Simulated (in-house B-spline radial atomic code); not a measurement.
Inner levels of zirconium as electrons are removed. A shift is the extra binding of the orbital against the neutral atom ([Kr] 4d2 5s2). The density at the nucleus is averaged over the nuclear charge. Computed with a B-spline radial code for spherical atoms: Dirac-Hartree-Fock, average of the configuration, finite nuclei.

```tsv
ion	configuration	shift of 3p1/2 (eV)	shift of 3p3/2 (eV)	shift of 2s1/2 (eV)	radius of 3p1/2 (bohr)	radius of 3p3/2 (bohr)	radius of 2s1/2 (bohr)	Σ<r²> (bohr²)	change of density at nucleus (bohr⁻³)
Zr7+	[Ar] 3d10 4s2 4p3	104.64	104.57	107.48	0.45213	0.46189	0.16186	12.559	29.65
Zr8+	[Ar] 3d10 4s2 4p2	127.2	127.11	131.18	0.4517	0.4614	0.16185	10.597	43.051
Zr9+	[Ar] 3d10 4s2 4p1	150.66	150.53	155.93	0.4512	0.46083	0.16183	8.797	57.291
Zr10+	[Ar] 3d10 4s2	174.97	174.8	181.7	0.45062	0.46019	0.1618	7.1383	72.374
Zr11+	[Ar] 3d10 4s1	201.21	201	209.09	0.44978	0.45924	0.16181	5.7442	-38.947
Zr12+	[Ar] 3d10	228.21	227.94	237.37	0.44887	0.45822	0.16181	4.4405	-161.3
Zr13+	[Ar] 3d9	273.59	272.98	293.47	0.44367	0.4527	0.16173	4.0651	-130.58
Zr14+	[Ar] 3d8	?	?	?	?	?	?	?	?
Zr15+	[Ar] 3d7	368.6	367.22	412.69	0.43334	0.44181	0.16152	3.4015	-62.409
Zr16+	[Ar] 3d6	418.17	416.39	475.72	0.42825	0.43645	0.1614	3.1067	-24.971
Zr17+	[Ar] 3d5	?	?	?	?	?	?	?	?
Zr18+	[Ar] 3d4	?	?	?	?	?	?	?	?
Zr19+	[Ar] 3d3	574.87	571.8	678.17	0.41332	0.42083	0.16095	2.3412	100.71
Zr20+	[Ar] 3d2	629.72	626.2	750	0.40849	0.41579	0.16078	2.1195	147.07
Zr21+	[Ar] 3d1	685.87	681.87	823.96	0.40373	0.41083	0.16058	1.9119	195.65
Zr22+	[Ne] 3s2 3p6	743.29	738.81	900.03	0.39904	0.40596	0.16038	1.7173	246.48
```

Fill in the row of Zr14+.

shift of 3p1/2 (eV): 320.4; shift of 3p3/2 (eV): 319.41; shift of 2s1/2 (eV): 351.92; radius of 3p1/2 (bohr): 0.43849; radius of 3p3/2 (bohr): 0.44723; radius of 2s1/2 (bohr): 0.16163; Σ<r²> (bohr²): 3.72; change of density at nucleus (bohr⁻³): -97.615.

Fill in the row of Zr17+.

shift of 3p1/2 (eV): 469.08; shift of 3p3/2 (eV): 466.88; shift of 2s1/2 (eV): 541; radius of 3p1/2 (bohr): 0.42321; radius of 3p3/2 (bohr): 0.43117; radius of 2s1/2 (bohr): 0.16127; Σ<r²> (bohr²): 2.8332; change of density at nucleus (bohr⁻³): 14.696.

Fill in the row of Zr18+.

shift of 3p1/2 (eV): 521.32; shift of 3p3/2 (eV): 518.69; shift of 2s1/2 (eV): 608.49; radius of 3p1/2 (bohr): 0.41823; radius of 3p3/2 (bohr): 0.42596; radius of 2s1/2 (bohr): 0.16112; Σ<r²> (bohr²): 2.5786; change of density at nucleus (bohr⁻³): 56.591.
